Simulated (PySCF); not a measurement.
Level of theory: PySCF 2.14.0 with PBE-D3(BJ)/def2-TZVP // PBE0-D3(BJ)/def2-SVP. Isolated molecules, 0 K electronic values unless said otherwise. One relaxed conformer stands for a flexible species; it need not be the lowest. Excitations are Tamm–Dancoff values on a coarser integration grid. The basis has no diffuse functions, so Rydberg states are missing or too high.

Reference species (SMILES): `C[CH2][Sn]([CH2]C)([CH2]C)[CH2]C` (neutral, multiplicity 1).

| Property | Result |
|---|---|
| LUMO | -0.22 eV |
| S1 excitation (TDA) | 5.75 eV |
| S1–T1 gap (TDA) | 0.27 eV |
| S1 oscillator strength | 0.011 |

Changed species: `[Sn]([Cl])([Cl])([Cl])[CH2]C` (1 of 4 Cl replaced by C2H5; the reference has 4 of 4 Cl replaced by C2H5).

Problem. Predict the effect on the LUMO, S1 excitation (TDA), S1–T1 gap (TDA) and S1 oscillator strength.

Solution. the LUMO falls by 2.87 eV, to -3.09 eV; the S1 excitation (TDA) falls by 1.04 eV, to 4.71 eV; the S1–T1 gap (TDA) increases by 0.28 eV, to 0.55 eV; the S1 oscillator strength falls by 0.011, to 0.000.
